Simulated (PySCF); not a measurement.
**Sr (strontium, neutral) across methods**

[Kr] 4d2, high-spin 3F determinant (an excited configuration). Calculation: PySCF 2.14, in x2c-TZVPPall; scalar relativity by spin-free X2C-1e. The B2PLYP total includes its PT2 part (frozen core); its orbital energies are those of the SCF part.

```csv
method,E (hartree),mean ε 4p α (eV),mean ε 4p β (eV),mean ε 4d α (eV),Σ⟨r²⟩ (bohr²),⟨S²⟩
LDA,-3174.93,-21.383,-20.953,-1.130,68.66,2.000
B2PLYP,-3178.59,-25.169,-24.497,-1.995,69.19,2.001
PBE,-3178.71,-21.285,-20.818,-1.159,68.99,2.001
B3LYP,-3179.14,-22.838,-22.343,-1.525,68.71,2.001
BLYP,-3179.19,-21.118,-20.728,-1.032,69.60,2.000
BHandHLYP,-3179.08,-25.037,-24.390,-1.965,68.12,2.001
r2SCAN,-3179.08,-21.841,-21.329,-1.130,67.95,2.002
UHF,-3177.15681,-28.546,-27.669,-2.786,71.06,2.003
```

Question: Estimate the same row for PBE0.

Answer: E (hartree) = -3178.78; mean ε 4p α (eV) = -23.246; mean ε 4p β (eV) = -22.656; mean ε 4d α (eV) = -1.629; Σ⟨r²⟩ (bohr²) = 68.17; ⟨S²⟩ = 2.001.
